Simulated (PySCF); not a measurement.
Species: CH₆B₂S.
Geometry (PBE0-D3(BJ)/def2-SVP, Å), atoms numbered from 1 in this order:
```
atom  x, y, z in Å
B1    -1.5484   -0.4916    0.1883
B2    -0.7559   -0.0244   -1.1983
S3     0.9643    0.3593   -1.3219
C4     1.6326    0.1333    0.3553
H5    -1.6581   -1.6575    0.5023
H6    -2.0557    0.3128    0.9406
H7    -1.3291    0.0881   -2.2605
H8     1.5096   -0.9072    0.6860
H9     2.7041    0.3701    0.3223
H10    1.1409    0.8129    1.0647
```

The closed-shell ground state was solved at several levels (PySCF, density fitting, gas phase, non-relativistic).

```csv
level,basis functions,total energy (Eh),HOMO (eV),LUMO (eV),gap (eV),dipole (D)
CAM-B3LYP/def2-SVPD,135,-489.3409,-9.01,-0.79,8.22,1.49
mPW1PW91/pcSseg-2,235,-489.6357,-7.73,-1.87,5.86,1.54
```

Q: Estimate the row for PBE0/pcSseg-1, a basis of 105 functions; the other rows only guide the guess.

A: Total energy -489.2861 Eh, HOMO -7.76 eV, LUMO -1.89 eV, gap 5.87 eV, dipole 1.57 D.

Q: How far do the dipole and the HOMO energy spread over the levels?

A: The dipole runs from 1.49 to 1.57 D (mean 1.53 D) and the HOMO from -9.01 to -7.73 eV.

One conformer stands for the species.
